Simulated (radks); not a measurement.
Question: Sm+, configuration [Xe] 4f6 6s1 (the NIST ground configuration). Method: scalar-relativistic Kohn-Sham, LDA (Slater exchange, Perdew-Wang correlation), spin-polarised, spherical densities, finite nucleus; open shells are filled with parallel spins first (spin-orbit coupling, left out, can overturn this in heavy ions); Fermi nuclear charge, rms radius 5.0819 fm; hard spherical wall at 5 bohr; computed with a radial shooting solver on a logarithmic mesh with Libxc functionals. Some entries of the table are withheld. Estimate them.

| orbital | occ. | eigenvalue (eV) | <1/r> (bohr^-1) | <r^2> (bohr^2) |
|---|---|---|---|---|
| 1s up | 1 | -46630.52 | 68.75 | 0.0007059 |
| 1s down | 1 | -46630.50 | 68.75 | 0.0007059 |
| 2s up | 1 | -7623.978 | 15.92 | 0.01112 |
| 2s down | 1 | -7623.900 | 15.92 | 0.01112 |
| 2p up | 3 | -6805.155 | 14.95 | 0.008923 |
| 2p down | 3 | -6805.097 | 14.95 | 0.008922 |
| 3s up | 1 | -1673.237 | 5.819 | 0.07449 |
| 3s down | 1 | -1671.305 | 5.823 | 0.07439 |
| 3p up | 3 | -1417.157 | 5.488 | 0.07454 |
| 3p down | 3 | -1415.242 | 5.493 | 0.07442 |
| 3d up | 5 | -1069.201 | 5.211 | 0.06288 |
| 3d down | 5 | -1067.699 | 5.215 | 0.06273 |
| 4s up | 1 | -336.6774 | 2.448 | 0.3794 |
| 4s down | 1 | -332.0952 | 2.448 | 0.3793 |
| 4p up | 3 | -252.4751 | 2.252 | 0.4287 |
| 4p down | 3 | -247.9060 | 2.252 | 0.4288 |
| 4d up | 5 | -134.2597 | 1.975 | 0.5233 |
| 4d down | 5 | -129.7370 | 1.973 | 0.5248 |
| 5s up | 1 | -48.7717 | 0.9441 | 2.225 |
| 5s down | 1 | -46.0818 | 0.9295 | 2.283 |
| 5p up | 3 | -28.5999 | 0.7909 | 3.105 |
| 5p down | 3 | -26.4491 | 0.7755 | 3.202 |
| 4f up | 6 | -8.2129 | 1.372 | 1.296 |
| 5d up | 0 | -5.6765 | 0.5258 | 6.244 |
| 6s up | 1 | (1) | 0.4294 | 9.428 |
| 4f down | 0 | -4.3060 | 1.325 | 1.493 |
| 5d down | 0 | -4.2120 | 0.5176 | 6.363 |
| 6s down | 0 | (2) | 0.4297 | 9.497 |
| 6p up | 0 | 1.6570 | 0.4296 | 10.25 |
| 6p down | 0 | 3.1737 | 0.4301 | 10.31 |
| 7s up | 0 | 25.0345 | 0.4830 | (3) |
| 7s down | 0 | 26.4114 | 0.4846 | (4) |

Answer: 
(1) 6s up eigenvalue (eV): -4.8402
(2) 6s down eigenvalue (eV): -3.3581
(3) 7s up <r^2> (bohr^2): 10.47
(4) 7s down <r^2> (bohr^2): 10.47
